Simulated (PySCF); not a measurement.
Two species compared at the same levels of theory.

First species: C5H8GeS.
Numbering: `[CH3:1][GeH2:2][c:3]1[cH:4][cH:5][cH:6][s:7]1` (hydrogens: H8, H9, H10 on C1; H11, H12 on Ge2; H13 on C4; H14 on C5; H15 on C6)

Second species: C5H12Si.
Geometry (PBE0-D3(BJ)/def2-SVP, Å), atoms numbered from 1 in this order:
```xyz
18
C5H12Si angstrom
C     -2.3706    0.3595    0.7776
C     -1.1571    0.0921   -0.0982
C      0.0903    0.8468    0.3518
C      1.3055    0.5609   -0.5029
C      2.0093   -0.7990   -0.3454
Si     3.0578    0.6647    0.1340
H     -2.1830    0.0598    1.8215
H     -3.2556   -0.1934    0.4275
H     -2.6300    1.4306    0.7865
H     -1.3826    0.3648   -1.1444
H     -0.9368   -0.9895   -0.1125
H      0.3076    0.5892    1.4050
H     -0.1150    1.9316    0.3492
H      1.1802    0.8673   -1.5510
H      1.6311   -1.4414    0.4593
H      2.2376   -1.3592   -1.2586
H      4.1464    1.1128   -0.7706
H      3.2823    0.9312    1.5777
```

Levels: CAM-B3LYP/def2-SVPD for dipole moment, HOMO energy, LUMO energy, HOMO–LUMO gap, static isotropic polarisability and electronic spatial extent ⟨r²⟩ about the centre of nuclear charge; TDDFT CAM-B3LYP/def2-SVPD for lowest singlet excitation; TDA CAM-B3LYP/def2-SVPD for lowest triplet excitation (Tamm–Dancoff); ΔSCF CAM-B3LYP/def2-SVPD for vertical ionisation energy; PBE0-D3(BJ)/def2-SVP for rotational constant A and rotational constant C. Geometries: PBE0-D3(BJ)/def2-SVP. Each species is one conformer at its optimised geometry, gas phase, non-relativistic unless stated. Electronic properties by PySCF.

Dipoles, sizes and rotational constants follow the conformer. The torsions of the flexible species, by atom-mapped SMILES:
- `[CH3:1][GeH2:2][c:3]1[cH:4][cH:5][cH:6][s:7]1`: C1–Ge2–C3–C4 -117°
- `[CH3:1][CH2:2][CH2:3][C@@H:4]1[CH2:5][SiH2:6]1`: C1–C2–C3–C4 179°, C2–C3–C4–C5 -74°

**Question.** Which of the two has the higher ⟨r²⟩, and by how much?

**Answer.** The first: 1465 bohr² against 1109 bohr², a difference of 356 bohr².

**Question.** Which of the two has the higher T1 energy, and by how much?

**Answer.** The second: 4.92 eV against 3.68 eV, a difference of 1.24 eV.

**Question.** Which has the higher dipole moment?

**Answer.** The first: 0.64 D against 0.14 D, a difference of 0.50 D.

**Question.** Which of the two has the higher HOMO–LUMO gap, and by how much?

**Answer.** The second: 9.09 eV against 8.47 eV, a difference of 0.62 eV.

**Question.** Which of the two has the higher rotational constant A, and by how much?

**Answer.** The second: 8.395 GHz against 3.518 GHz, a difference of 4.877 GHz.

**Question.** Which of the two has the higher rotational constant C, and by how much?

**Answer.** The second: 1.128 GHz against 0.772 GHz, a difference of 0.356 GHz.

**Question.** Which of the two has the higher HOMO energy, and by how much?

**Answer.** The second: -7.92 eV against -8.08 eV, a difference of 0.16 eV.

**Question.** Which has the higher static isotropic polarisability?

**Answer.** The first: 105.9 au against 89.7 au, a difference of 16.2 au.

On the first: The vertical singlet–triplet gap S1 − T1 is 1.90 eV (TDDFT singlet less Tamm–Dancoff triplet; S1: HOMO→LUMO, weight 0.91; T1: HOMO→LUMO, weight 0.89). A dipole of 0.64 D is allowed in C1, and pure rotational transitions are dipole-allowed. Relativistic effects, spin–orbit coupling among them, are left out although an element past zinc is present.

On the second: The dipole equals about 0.5 × 10⁻³⁰ C·m (1 D = 3.33564 × 10⁻³⁰ C·m). The polarisability is 13.29 Å³ as a volume (1 au = 0.148185 Å³), or 1.60 au for each of the 56 electrons.
